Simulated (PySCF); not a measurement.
Two species compared at the same levels of theory.

First species: C4H8SSi2.
Z-matrix (Å and degrees, GFN2-xTB geometry), rows numbered from 1:
```
Si
Si  1  2.3137
C   2  1.8767  1  110.13
C   3  1.3635  2  129.29  1    99.67
C   4  1.4113  3  113.95  2  -177.27
C   5  1.3571  4  112.34  3     0.26
S   6  1.7183  5  111.86  4    -0.01
H   1  1.4661  2  112.61  3   -61.96
H   1  1.4652  2  112.22  3    58.33
H   1  1.4650  2  111.36  3   178.28
H   2  1.4691  1  113.36  3  -119.10
H   2  1.4698  1  114.59  3   117.98
H   4  1.0762  3  122.48  2     3.12
H   5  1.0757  4  123.92  3  -179.66
H   6  1.0721  5  128.72  4  -179.79
```

Second species: C7H10O.
Numbering: `[CH:1]#[C:2]/[C:3](=[CH:4]/[CH2:5][CH3:6])[CH2:7][OH:8]` (hydrogens: H9 on C1; H10 on C4; H11, H12 on C5; H13, H14, H15 on C6; H16, H17 on C7; H18 on O8)

Geometry (GFN2-xTB, Å), atoms numbered from 1 in this order:
```
atom  x, y, z in Å
C1     3.1419   -1.3572    0.3548
C2     2.0832   -0.8028    0.2334
C3     0.8686   -0.0869    0.0841
C4    -0.2842   -0.6245    0.4930
C5    -1.6356    0.0058    0.4289
C6    -2.4865   -0.6491   -0.6620
C7     1.0242    1.3014   -0.5022
O8     1.2661    2.2818    0.4870
H9     4.0515   -1.8687    0.4632
H10   -0.2634   -1.6307    0.8948
H11   -2.1298   -0.1374    1.3934
H12   -1.5596    1.0776    0.2485
H13   -2.0352   -0.4945   -1.6396
H14   -3.4864   -0.2219   -0.6693
H15   -2.5696   -1.7201   -0.4899
H16    1.8437    1.2905   -1.2372
H17    0.1102    1.6154   -1.0091
H18    2.0523    2.0276    0.9834
```

Levels: wB97X-D/def2-SVPD for dipole moment, HOMO energy, LUMO energy, HOMO–LUMO gap, static isotropic polarisability and electronic spatial extent ⟨r²⟩ about the centre of nuclear charge; TDDFT wB97X-D/def2-SVPD for lowest singlet excitation; TDA wB97X-D/def2-SVPD for lowest triplet excitation (Tamm–Dancoff); GFN2-xTB for rotational constant A and rotational constant C. Geometries: GFN2-xTB. Each species is one conformer at its optimised geometry, gas phase, non-relativistic unless stated; the electronic structure was computed with PySCF and density fitting.

Dipoles, sizes and rotational constants follow the conformer. The torsions of the flexible species, by atom-mapped SMILES:
- `[SiH3:1][SiH2:2][c:3]1[cH:4][cH:5][cH:6][s:7]1`: Si1–Si2–C3–C4 100°
- `[CH:1]#[C:2]/[C:3](=[CH:4]/[CH2:5][CH3:6])[CH2:7][OH:8]`: C3–C4–C5–C6 107°, C2–C3–C7–O8 -88°, H–O8–C7–C3 57°

Values for the first species:

- Dipole moment: 0.89 D
- HOMO energy: -8.68 eV
- LUMO energy: 0.85 eV
- HOMO–LUMO gap: 9.53 eV
- Lowest singlet excitation: 5.50 eV
- Lowest triplet excitation (Tamm–Dancoff): 3.76 eV
- Static isotropic polarisability: 119.3 au
- Electronic spatial extent ⟨r²⟩ about the centre of nuclear charge: 1593 bohr²
- Rotational constant A: 3.075 GHz
- Rotational constant C: 0.764 GHz

(1) Estimate the same properties for the second species, and the change in each.

Results:

(1) 
```json
{"property": "dipole moment", "first": "0.89 D", "second": "1.27 D", "second less first": "+0.38 D"}
{"property": "HOMO energy", "first": "-8.68 eV", "second": "-8.67 eV", "second less first": "+0.01 eV"}
{"property": "LUMO energy", "first": "0.85 eV", "second": "0.84 eV", "second less first": "-0.01 eV"}
{"property": "HOMO–LUMO gap", "first": "9.53 eV", "second": "9.51 eV", "second less first": "-0.02 eV"}
{"property": "lowest singlet excitation", "first": "5.50 eV", "second": "5.59 eV", "second less first": "+0.09 eV"}
{"property": "lowest triplet excitation (Tamm–Dancoff)", "first": "3.76 eV", "second": "3.52 eV", "second less first": "-0.24 eV"}
{"property": "static isotropic polarisability", "first": "119.3 au", "second": "91.5 au", "second less first": "-27.8 au"}
{"property": "electronic spatial extent ⟨r²⟩ about the centre of nuclear charge", "first": "1593 bohr²", "second": "1241 bohr²", "second less first": "-352 bohr²"}
{"property": "rotational constant A", "first": "3.075 GHz", "second": "2.721 GHz", "second less first": "-0.354 GHz"}
{"property": "rotational constant C", "first": "0.764 GHz", "second": "0.967 GHz", "second less first": "+0.203 GHz"}
```

On the first: The principal polarisabilities are 96.8, 114.0 and 147.0 au; their mean is the isotropic value. In wavenumbers S1 is 44300 cm⁻¹ (1 eV = 8065.54 cm⁻¹).

On the second: The principal polarisabilities are 67.8, 81.4 and 125.2 au; their mean is the isotropic value. S1 lies 3.92 eV below the HOMO–LUMO gap; its leading configuration is HOMO→LUMO, weight 0.79.
